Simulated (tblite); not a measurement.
A geometry optimisation, step by step.

Species: C6H9GeNSi.
Bonds: C1–C2 (aromatic), C2–C3 (aromatic), C3–C4 (aromatic), C4–C5 (aromatic), C5–N6 (aromatic), C4–C7, C7–Ge8, Ge8–Si9, C1–N6 (aromatic), C3–Si9. Hydrogens: H10 on C1; H11 on C2; H12 on C5; H13, H14 on C7; H15, H16 on Ge8; H17, H18 on Si9.

Computed with GFN2-xTB (tblite), gas phase: L-BFGS steps from a force-field or distance-geometry start until the largest atomic force falls under 0.01 eV/Å. 9 of its 94 geometries are shown.

Step 0: E = -652.0755 eV, largest atomic force 3.807 eV/Å
```
atom  x, y, z in Å  |  force x, y, z in eV/Å
C1      2.818   -0.093    0.221   -2.101   0.866  -0.293
C2      1.772   -0.972    0.045    0.621  -0.648   0.139
C3      0.451   -0.552   -0.121    0.937  -3.121  -0.302
C4      0.143    0.739   -0.148    1.250   3.582   0.321
C5      1.252    1.629    0.046   -0.690  -1.152  -0.241
N6      2.481    1.211    0.203    1.152   0.526   0.261
C7     -1.224    1.231   -0.353   -1.012   1.347  -0.258
Ge8    -2.401   -0.055    0.510   -0.216  -1.934  -0.297
Si9    -0.972   -1.746   -0.314   -0.977   0.445   0.574
H10     3.827   -0.432    0.363    0.155   0.406   0.011
H11     2.007   -2.022    0.063   -0.184  -0.335  -0.045
H12     1.065    2.693    0.037    0.259   0.111   0.066
H13    -1.420    2.243    0.085    0.574  -0.451  -0.761
H14    -1.468    1.220   -1.451    0.144   0.283   0.883
H15    -2.332   -0.077    2.025   -0.375   0.459  -0.159
H16    -3.796   -0.133   -0.107    0.069   0.421   0.471
H17    -1.324   -2.002   -1.688    0.138  -0.270  -0.447
H18    -0.888   -2.875    0.571    0.256  -0.539   0.076
```

Step 12: E = -652.7785 eV, largest atomic force 0.161 eV/Å
```
atom  x, y, z in Å  |  force x, y, z in eV/Å
C1      2.760   -0.052    0.205   -0.044  -0.023   0.002
C2      1.783   -1.018    0.023   -0.019   0.019   0.012
C3      0.465   -0.618   -0.160   -0.017  -0.140   0.009
C4      0.171    0.753   -0.144    0.101  -0.009  -0.029
C5      1.238    1.627    0.040    0.077  -0.022   0.002
N6      2.490    1.240    0.207    0.076   0.037   0.028
C7     -1.232    1.245   -0.318    0.077  -0.099   0.040
Ge8    -2.427   -0.151    0.479   -0.093   0.061   0.116
Si9    -0.995   -1.818   -0.300    0.021  -0.028  -0.033
H10     3.799   -0.313    0.370   -0.032  -0.014  -0.031
H11     2.030   -2.070    0.047    0.026   0.041  -0.039
H12     1.100    2.701    0.058   -0.128   0.020  -0.001
H13    -1.316    2.264    0.062   -0.095  -0.085  -0.048
H14    -1.460    1.262   -1.390   -0.014   0.118   0.035
H15    -2.509    0.074    1.975    0.009   0.027  -0.046
H16    -3.858    0.035    0.038   -0.004   0.066  -0.063
H17    -1.250   -2.132   -1.717    0.039  -0.041   0.129
H18    -0.798   -3.023    0.512    0.020   0.073  -0.084
```

Step 23: E = -652.7949 eV, largest atomic force 0.064 eV/Å
```
atom  x, y, z in Å  |  force x, y, z in eV/Å
C1      2.759   -0.049    0.201    0.011   0.007  -0.018
C2      1.790   -1.022    0.014   -0.019   0.023  -0.002
C3      0.468   -0.634   -0.159   -0.009   0.028   0.016
C4      0.176    0.739   -0.143    0.003  -0.007   0.005
C5      1.234    1.622    0.044    0.006  -0.012   0.017
N6      2.489    1.245    0.215    0.008  -0.006  -0.013
C7     -1.229    1.230   -0.309    0.024  -0.009  -0.003
Ge8    -2.443   -0.147    0.482    0.037  -0.021  -0.048
Si9    -0.997   -1.825   -0.288   -0.009   0.016   0.021
H10     3.797   -0.315    0.353    0.004   0.018  -0.002
H11     2.062   -2.069    0.024   -0.038   0.039  -0.024
H12     1.063    2.693    0.062    0.004  -0.038   0.012
H13    -1.334    2.240    0.090    0.026  -0.035   0.006
H14    -1.456    1.291   -1.379   -0.008   0.004   0.024
H15    -2.523    0.114    1.970   -0.028  -0.004  -0.019
H16    -3.853    0.100   -0.003    0.009  -0.007  -0.007
H17    -1.240   -2.174   -1.692   -0.015  -0.011   0.009
H18    -0.771   -3.032    0.505   -0.008   0.016   0.026
```

Step 35: E = -652.8039 eV, largest atomic force 0.119 eV/Å
```
atom  x, y, z in Å  |  force x, y, z in eV/Å
C1      2.773   -0.046    0.163    0.001   0.018  -0.026
C2      1.803   -1.020   -0.022    0.006   0.029  -0.018
C3      0.477   -0.636   -0.163   -0.028   0.071  -0.019
C4      0.184    0.735   -0.131   -0.053   0.040   0.031
C5      1.238    1.621    0.064    0.011  -0.043   0.008
N6      2.497    1.246    0.209    0.003   0.024   0.015
C7     -1.217    1.236   -0.283   -0.050  -0.042   0.040
Ge8    -2.457   -0.157    0.441   -0.032   0.069  -0.048
Si9    -0.982   -1.837   -0.254   -0.092   0.026   0.030
H10     3.817   -0.303    0.291   -0.032  -0.013  -0.015
H11     2.063   -2.067   -0.045    0.069  -0.022   0.022
H12     1.050    2.691    0.115    0.074  -0.093  -0.011
H13    -1.315    2.224    0.167   -0.005  -0.011  -0.041
H14    -1.436    1.347   -1.351    0.004   0.031   0.026
H15    -2.622    0.112    1.917   -0.023  -0.004   0.017
H16    -3.843    0.110   -0.115    0.077  -0.043   0.013
H17    -1.264   -2.255   -1.629    0.047  -0.031  -0.033
H18    -0.775   -2.994    0.614    0.023  -0.006   0.010
```

Step 46: E = -652.8168 eV, largest atomic force 0.101 eV/Å
```
atom  x, y, z in Å  |  force x, y, z in eV/Å
C1      2.784   -0.051    0.082   -0.003  -0.016  -0.015
C2      1.806   -1.017   -0.089   -0.008   0.001   0.001
C3      0.472   -0.632   -0.158    0.010   0.023  -0.046
C4      0.186    0.739   -0.089   -0.008   0.028   0.021
C5      1.251    1.615    0.102    0.026  -0.014   0.001
N6      2.513    1.238    0.190    0.034  -0.011   0.012
C7     -1.209    1.264   -0.221   -0.056  -0.031   0.015
Ge8    -2.487   -0.148    0.378   -0.084   0.049   0.029
Si9    -0.989   -1.841   -0.190    0.062   0.016  -0.001
H10     3.830   -0.321    0.151   -0.001   0.022  -0.011
H11     2.083   -2.059   -0.155   -0.050  -0.004   0.026
H12     1.078    2.681    0.201   -0.007  -0.014  -0.029
H13    -1.302    2.224    0.288   -0.004  -0.029  -0.006
H14    -1.410    1.454   -1.282    0.028   0.018   0.011
H15    -2.828    0.101    1.829    0.005  -0.006  -0.016
H16    -3.808    0.073   -0.323    0.017   0.003  -0.004
H17    -1.215   -2.417   -1.517    0.031   0.014  -0.014
H18    -0.765   -2.897    0.793    0.007  -0.050   0.027
```

Step 58: E = -652.8209 eV, largest atomic force 0.033 eV/Å
```
atom  x, y, z in Å  |  force x, y, z in eV/Å
C1      2.786   -0.058    0.048    0.010   0.000   0.014
C2      1.800   -1.019   -0.104   -0.001   0.004   0.025
C3      0.468   -0.624   -0.146    0.000   0.007  -0.015
C4      0.186    0.746   -0.072   -0.007  -0.002   0.026
C5      1.259    1.615    0.104   -0.005   0.001   0.006
N6      2.521    1.231    0.171   -0.007   0.000  -0.027
C7     -1.213    1.268   -0.194    0.003   0.003   0.003
Ge8    -2.505   -0.149    0.356    0.016  -0.028   0.008
Si9    -0.981   -1.843   -0.160   -0.008  -0.007  -0.005
H10     3.833   -0.326    0.096    0.013  -0.015  -0.010
H11     2.056   -2.066   -0.171    0.015   0.010   0.011
H12     1.094    2.681    0.207   -0.008   0.000  -0.018
H13    -1.316    2.211    0.345    0.024   0.000   0.000
H14    -1.395    1.496   -1.250   -0.010   0.015   0.010
H15    -2.897    0.098    1.794   -0.003  -0.004  -0.014
H16    -3.792    0.070   -0.397   -0.016   0.003  -0.008
H17    -1.158   -2.441   -1.486   -0.002   0.007   0.009
H18    -0.754   -2.884    0.845   -0.012   0.007  -0.014
```

Step 70: E = -652.8245 eV, largest atomic force 0.044 eV/Å
```
atom  x, y, z in Å  |  force x, y, z in eV/Å
C1      2.794   -0.058    0.010   -0.006  -0.007   0.019
C2      1.803   -1.020   -0.081   -0.003  -0.008   0.003
C3      0.469   -0.629   -0.104   -0.005   0.001  -0.023
C4      0.188    0.742   -0.045   -0.002   0.001  -0.005
C5      1.267    1.614    0.078   -0.004   0.005   0.005
N6      2.531    1.235    0.106   -0.002   0.001  -0.025
C7     -1.210    1.275   -0.142   -0.006  -0.009   0.001
Ge8    -2.522   -0.157    0.319   -0.006   0.002  -0.010
Si9    -0.978   -1.848   -0.137   -0.002   0.014   0.000
H10     3.842   -0.328    0.018    0.001   0.013   0.015
H11     2.061   -2.067   -0.126    0.002  -0.013  -0.008
H12     1.100    2.681    0.158    0.005   0.015  -0.005
H13    -1.304    2.184    0.453    0.000  -0.006   0.010
H14    -1.385    1.574   -1.181    0.002   0.009  -0.007
H15    -2.987    0.067    1.735   -0.007  -0.001   0.028
H16    -3.781    0.071   -0.486    0.044  -0.005   0.003
H17    -1.116   -2.449   -1.466    0.002  -0.011   0.004
H18    -0.780   -2.880    0.881   -0.012  -0.002  -0.007
```

Step 81: E = -652.8257 eV, largest atomic force 0.026 eV/Å
```
atom  x, y, z in Å  |  force x, y, z in eV/Å
C1      2.795   -0.057   -0.008   -0.003  -0.005   0.013
C2      1.804   -1.021   -0.082   -0.004  -0.003  -0.009
C3      0.470   -0.629   -0.097    0.006  -0.015  -0.006
C4      0.189    0.742   -0.039    0.012  -0.010  -0.008
C5      1.269    1.615    0.060    0.009   0.000   0.016
N6      2.533    1.236    0.074    0.008  -0.006  -0.004
C7     -1.209    1.279   -0.112    0.007   0.011  -0.005
Ge8    -2.525   -0.161    0.306   -0.021   0.012  -0.009
Si9    -0.977   -1.850   -0.125    0.001  -0.001   0.005
H10     3.844   -0.325   -0.004   -0.008   0.003   0.006
H11     2.062   -2.070   -0.123   -0.004   0.016  -0.004
H12     1.105    2.684    0.135   -0.001   0.009  -0.015
H13    -1.297    2.165    0.518   -0.004  -0.002   0.011
H14    -1.382    1.622   -1.138   -0.013  -0.003   0.005
H15    -3.044    0.054    1.707    0.004   0.000  -0.005
H16    -3.747    0.070   -0.548    0.002  -0.006   0.005
H17    -1.099   -2.475   -1.443   -0.001   0.002  -0.006
H18    -0.800   -2.873    0.906    0.009  -0.003   0.008
```

Step 93: E = -652.8263 eV, largest atomic force 0.009 eV/Å
```
atom  x, y, z in Å  |  force x, y, z in eV/Å
C1      2.796   -0.059   -0.014    0.001   0.002  -0.002
C2      1.804   -1.022   -0.089    0.000   0.001   0.000
C3      0.470   -0.629   -0.097   -0.003   0.003  -0.002
C4      0.191    0.741   -0.039   -0.001   0.003   0.005
C5      1.272    1.615    0.048    0.000  -0.001   0.001
N6      2.536    1.235    0.062    0.002   0.004  -0.008
C7     -1.208    1.282   -0.091    0.001   0.001   0.000
Ge8    -2.531   -0.162    0.292    0.009   0.002   0.000
Si9    -0.976   -1.851   -0.113   -0.001  -0.006  -0.003
H10     3.845   -0.328   -0.008    0.000  -0.004   0.005
H11     2.061   -2.070   -0.135   -0.001  -0.006   0.002
H12     1.110    2.685    0.108   -0.004  -0.004   0.001
H13    -1.291    2.146    0.571   -0.005   0.002   0.001
H14    -1.387    1.661   -1.103    0.003   0.006  -0.002
H15    -3.081    0.048    1.681    0.000   0.000   0.001
H16    -3.733    0.065   -0.589   -0.004   0.000   0.000
H17    -1.090   -2.492   -1.425   -0.001  -0.003  -0.004
H18    -0.797   -2.860    0.931    0.004   0.000   0.004
```

Question: Summarise the path.

Answer: The energy falls by 72.45 kJ/mol from step 0 to step 93; nine tenths of that is first reached at step 10. It falls at every step. The largest force goes from 3.807 to 0.009 eV/Å. Among the bonds C3–C4 changes most, from 1.327 to 1.400 Å; the atoms move by 0.378 Å rms after alignment.

Question: Follow the three bonds and two angles with the largest change from start to end.

Answer: 
```tsv
step	E above end (kJ/mol)	largest force (eV/Å)	C3–C4 (Å)	C7–Ge8 (Å)	C4–C5 (Å)	H15–Ge8–H16 (°)	Si9–Ge8–H15 (°)
0	72.45	3.807	1.327	1.945	1.436	116.4	108.1
4	19.34	0.658	1.397	2.009	1.395	113.4	112.6
8	8.73	0.282	1.408	2.000	1.391	106.8	116.0
12	4.61	0.161	1.402	2.003	1.391	102.6	118.0
16	3.52	0.081	1.402	2.005	1.391	102.5	118.6
20	3.24	0.084	1.401	1.998	1.390	103.1	118.4
24	2.98	0.076	1.404	1.999	1.391	103.8	118.7
28	2.81	0.054	1.401	1.994	1.390	103.8	118.7
32	2.55	0.073	1.402	1.992	1.391	103.6	118.8
36	1.97	0.119	1.402	2.002	1.391	103.0	119.1
40	1.41	0.063	1.402	1.994	1.391	103.2	119.0
44	1.14	0.076	1.403	1.997	1.392	102.9	119.6
49	0.74	0.056	1.402	1.994	1.392	103.4	120.0
53	0.61	0.028	1.401	1.996	1.392	103.4	120.2
57	0.54	0.034	1.401	1.995	1.392	103.4	119.9
61	0.46	0.045	1.401	1.997	1.392	102.9	120.0
65	0.34	0.055	1.401	1.996	1.393	103.0	119.6
69	0.20	0.034	1.400	1.997	1.393	102.9	119.6
73	0.13	0.028	1.400	1.995	1.393	103.0	119.7
77	0.09	0.023	1.400	1.996	1.393	103.3	119.9
81	0.05	0.026	1.400	1.995	1.393	103.0	120.2
85	0.03	0.017	1.400	1.996	1.393	103.1	120.2
89	0.01	0.024	1.400	1.995	1.393	102.9	120.3
93	0.00	0.009	1.400	1.996	1.393	103.1	120.3
```

What follows is the cost of the whole relaxation. Hardware: one thread of an Arm Neoverse V1, shared host. Cost: 0.91 s of wall time.
